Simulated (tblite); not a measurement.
C₆H₁₃Si (doublet state).
Geometry (GFN2-xTB, Å), atoms numbered from 1 in this order:
```
atom  x, y, z in Å
C1    -2.453   -0.903   -0.338
C2    -1.254   -0.260    0.351
C3    -1.040    1.189   -0.109
C4     0.332    1.618    0.242
Si5    1.413    0.176    0.646
C6     3.039    0.051   -0.331
C7     0.042   -1.037    0.112
H8    -3.361   -0.334   -0.147
H9    -2.601   -1.918    0.026
H10   -2.294   -0.948   -1.414
H11   -1.439   -0.239    1.431
H12   -1.170    1.242   -1.200
H13   -1.798    1.858    0.315
H14    0.575    2.667    0.182
H15    1.719    0.024    2.083
H16    2.877    0.080   -1.404
H17    3.693    0.877   -0.071
H18    3.564   -0.869   -0.095
H19    0.124   -1.288   -0.946
H20    0.027   -1.975    0.662
```

Structure optimised with GFN2-xTB, isolated species. This method treats the open shell by occupation alone, without spin polarisation.

Masses are those of the commonest isotopes; rigid-rotor values at the optimised geometry. The values belong to one conformer with, in the numbering `[CH3:1][C@@H:2]1[CH2:3][CH:4][Si@H:5]([CH3:6])[CH2:7]1`, C1–C2–C3–C4 -162°, C2–C3–C4–Si5 16°, C3–C4–Si5–C6 126°, C4–Si5–C7–C2 -27°.

Q: What are A, B and C (cm⁻¹)?

A: Ia = 117.70, Ib = 367.90, Ic = 432.70 u·Å²; 505379 MHz·u·Å²/I gives 4294, 1374 and 1168 MHz, that is A = 0.14323, B = 0.04582, C = 0.03896 cm⁻¹.

Q: What kind of rotor is it?

A: An asymmetric top; Ray's κ = -0.868.

Q: What does the inertial defect say?

A: Not planar: Δ = Ic − Ia − Ib = -52.90 u·Å². For a rigid frame Δ = −2 Σ m c², so Σ m c² = 26.45 u·Å² lies off the ab plane: 13.79 from hydrogen and 12.66 from heavier atoms. The atom farthest from that plane is 1.85 Å away.

Q: Give the other two planar moments, Paa and Pbb, and the rms extents of the mass along the axes.

A: Paa = Σ m a² = (Ib + Ic − Ia)/2 = 341.45 and Pbb = Σ m b² = (Ia + Ic − Ib)/2 = 91.25 u·Å². With the mass M = 113.08 u, the rms extents √(P/M) along a, b and c are 1.74, 0.90, 0.48 Å.

Q: Where do the levels up to J = 4 lie, in cm⁻¹?

A: Above 0(0,0):
J = 1: 1(0,1) 0.0848, 1(1,1) 0.1822, 1(1,0) 0.1891
J = 2: 2(0,2) 0.2540, 2(1,2) 0.3449, 2(1,1) 0.3655, 2(2,1) 0.6577, 2(2,0) 0.6581
J = 3: 3(0,3) 0.5069, 3(1,3) 0.5887, 3(1,2) 0.6299, 3(2,2) 0.9120, 3(2,1) 0.9138, 3(3,1) 1.4165, 3(3,0) 1.4165
J = 4: 4(0,4) 0.8426, 4(1,4) 0.9135, 4(1,3) 0.9820, 4(2,3) 1.2509, 4(2,2) 1.2561, 4(3,2) 1.7563, 4(3,1) 1.7563, 4(4,1) 2.4615, 4(4,0) 2.4615

Q: Estimate the classical rotational partition function at 10 K, 100 K and 200 K.

A: Point group C1, symmetry number σ = 1; q = (√π/σ)·√((kT/h)³/(ABC)), k/h = 20836.6 MHz/K: 2030 at 10 K, 64200 at 100 K, 182000 at 200 K.

For this open shell read J as N, the rotation without spin; fine and hyperfine splittings come on top. Its GFN2-xTB frequencies are all real (lowest 82 cm⁻¹). No vibrational averaging or centrifugal distortion is included, and the geometry carries the error of its method.

The numbers are calculated, not measured.
